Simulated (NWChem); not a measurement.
System: ammonium (NH4 cation); SMILES [NH4+]

```xyz
5

N      0.0000     0.0000     0.0000
H     -0.5910    -0.5910    -0.5910
H      0.5910     0.5910    -0.5910
H     -0.5910     0.5910     0.5910
H      0.5910    -0.5910     0.5910
```
Atoms are numbered in this order, from 1.

Geometry: optimised at PBE0-D3(BJ)/def2-TZVP.

**Question.** Give the principal values of the shielding tensors (ppm) of N1 from Hartree-Fock/def2-TZVP, GIAO (NWChem), with their diamagnetic and paramagnetic parts as GIAO splits them.

**Answer.** 
| atom | σ11 | σ22 | σ33 | isotropic | diamagnetic | paramagnetic |
|---|---|---|---|---|---|---|
| N1 | 239.7 | 239.7 | 239.7 | 239.7 | 315.5 | -75.8 |
